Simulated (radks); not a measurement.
Q: The mean radii <r> (bohr) of the occupied orbitals of an atom or ion are listed with their occupations. All-electron calculation, Dirac Kohn-Sham, Slater X-alpha with alpha = 0.77, spin-unpolarised, spherical densities, finite nucleus; Fermi nuclear charge, rms radius of each element as measured or else 0.836 A^(1/3) + 0.57 fm. Program: a radial shooting solver on a logarithmic mesh with Libxc functionals.

| orbital | occ. | <r> |
|---|---|---|
| 1s1/2 | 2 | 0.01899 |
| 2s1/2 | 2 | 0.07974 |
| 2p1/2 | 2 | 0.06605 |
| 2p3/2 | 4 | 0.07377 |
| 3s1/2 | 2 | 0.2079 |
| 3p1/2 | 2 | 0.1977 |
| 3p3/2 | 4 | 0.2120 |
| 3d3/2 | 4 | 0.1858 |
| 3d5/2 | 6 | 0.1902 |
| 4s1/2 | 2 | 0.4605 |
| 4p1/2 | 2 | 0.4645 |
| 4p3/2 | 4 | 0.4942 |
| 4d3/2 | 4 | 0.5043 |
| 4d5/2 | 6 | 0.5137 |
| 4f5/2 | 6 | 0.5318 |
| 4f7/2 | 3 | 0.5363 |

Name the element and its charge. Open shells, if any, fill j = l - 1/2 first.

A: Z = 72, hafnium, charge +17: Hf17+ in [Kr] 4d10 4f9. The 1s radius gives Z: for a bare nucleus <r> = (2 gamma + 1)/(2Z) with gamma = sqrt(1 - (Z/c)^2), 0.01876 bohr for Z = 72, and screening makes it slightly larger (0.01899 here). The occupations add up to 55, and the charge is Z minus that.
